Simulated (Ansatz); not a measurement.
`[SiH3]/C=[CH]/[GeH3]` + CH₃OH → `CO/C=C/[SiH3]` + GeH₄ at 600 K and 1 bar (substitution at a C–Ge bond).

Program: Ansatz. Geometries: PBE0-D4/def2-TZVP. ΔE: electronic, gas phase. CCSD(T)/CBS is the MP2 limit (def2-TZVPP, def2-QZVPP) plus CCSD(T) − MP2 in def2-TZVPP, frozen cores. This one scheme is used for every species. Double bonds are as drawn, so ΔE can hold a change between cis and trans. For Ge outer-core shells are correlated without core-valence functions, which leaves a few kJ/mol of doubt a bond. Scalar relativity is left out up to krypton. Each species was taken in one conformer, which may not be the lowest.

```
               species  CCSD(T)/CBS energy (Eh)  H − E (kJ/mol)  S (J/(mol·K))
`[SiH3]/C=[CH]/[GeH3]`              -2446.06862           278.6          459.6
                 CH₃OH               -115.61712           163.6          277.3
       `CO/C=C/[SiH3]`               -483.18381           330.3          439.1
                  GeH₄              -2078.49493           105.8          256.4
```

H − E and S are ideal-gas, rigid-rotor, harmonic terms from PBE0-D4/def2-TZVP, for one conformer and one mirror image of each species. 1 Eh = 2625.50 kJ/mol, R = 8.31446 J/(mol·K).

Task: By hand: ΔE, ΔH, ΔS and ΔG.

Result: ΔE = (-483.18381) + (-2078.49493) − (-2446.06862) − (-115.61712) = 0.00700 Eh = 18.4 kJ/mol. Δ(H − E) = 330.3 + 105.8 − 278.6 − 163.6 = -6.1, so ΔH = 12.3 kJ/mol. ΔS = 439.1 + 256.4 − 459.6 − 277.3 = -41.4 J/(mol·K). ΔG = 12.3 − 600 × (-41.4)/1000 = 37.1 kJ/mol.

Task: By hand: the equilibrium constant, and the temperature at which ΔG would vanish if ΔH and ΔS stayed fixed.

Result: log₁₀ K = −ΔG/(RT ln 10) = -3.2. ΔH and −TΔS have one sign here, so there is no such temperature.

TΔS isn't small against ΔH here. A doubt of 5 kJ/mol in ΔE shifts log₁₀ K by 0.4 here. Other conformers and mirror images would add mixing entropy, several J/(mol·K) or more a flexible species. These are equilibria of isolated gas molecules and say nothing of rates. Largest T1 diagnostic: 0.013 (customary marks: 0.02 for closed shells, 0.045 for open ones).
